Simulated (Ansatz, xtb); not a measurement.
## HNOTe: 7 structures ranked

7 gas-phase structures of HNOTe, found in a search over its isomers (lower ones may exist). Each was relaxed with GFN2-xTB; where two conformers were screened, the lower at r2SCAN-D4/def2-SVP is listed:

A. a singlet given by its coordinates
B. `O=N[TeH]`, a singlet
C. `ON=[Te]`, a singlet
D. `N1O[Te]1`, a singlet
E. `N=[Te]=O`, a singlet
F. `N#[Te]O`, a singlet
G. `O=[NH+][Te-]`, a singlet

A (Å):

```yaml
atoms:
  - { symbol: N, position_ang: [-0.2406, -0.5998, -0.8905] }
  - { symbol: O, position_ang: [0.4040, 0.8476, 1.4285] }
  - { symbol: Te, position_ang: [0.7990, 0.8288, -0.2959] }
  - { symbol: H, position_ang: [-0.1483, -0.7761, -1.8867] }
```

Close contacts (Å): N1–Te3 1.86, O2–Te3 1.77, N1–H4 1.02, Te3–H4 2.45.

Task: Which do you expect lowest at r2SCAN-D4/def2-SVP, and how would the others follow?

Result: Calculated order at r2SCAN-D4/def2-SVP: G (0.000), B (0.223), C (0.697), E (0.720), A (0.895), F (1.017), D (1.309) eV. Less than 1 kcal/mol parts C and E, so the order within that pair means little.

Energies above the lowest of each column, in eV; the last columns are at PBE0-D3(BJ)/def2-SVP geometries and were run for some of them only (a dash: not run or not comparable):

```tsv
structure	GFN2-xTB	HF/STO-3G	r2SCAN-D4/def2-SVP	PBE0-D3(BJ)/def2-SVP	CCSD(T)/def2-TZVPP
G	0.829	0.576	0.000	0.000	0.024
B	0.728	0.000	0.223	0.007	0.000
C	0.953	0.544	0.697	0.642	0.369
E	0.000	4.752	0.720	0.851	–
A	0.066	4.861	0.895	–	–
F	0.456	2.668	1.017	–	–
D	0.759	0.386	1.309	–	–
```

CCSD(T)/def2-TZVPP puts B lowest of those it was run on, with G within 1 kcal/mol; GFN2-xTB picks E. CCSD(T)/def2-TZVPP orders those it was run on as B (0.000), G (0.024), C (0.369) eV. Less than 1 kcal/mol parts B and G, so the order within that pair means little. Flexible structures stand in one conformer each, not always the lowest. Frequencies (PBE0-D3(BJ)/def2-SVP) were run for B, C, G alone. Large T1 diagnostics make some coupled-cluster values less sure. Atoms past krypton carry core potentials in the def2 sets, without spin–orbit terms.

Over these structures GFN2-xTB departs from r2SCAN-D4/def2-SVP by 0.585 eV on average once a common shift is removed. A GFN2-xTB relaxation took about 0.1 s and the r2SCAN-D4/def2-SVP energy about 2.2 s on a shared host (Ansatz 0.2.0, xtb 6.7.1).
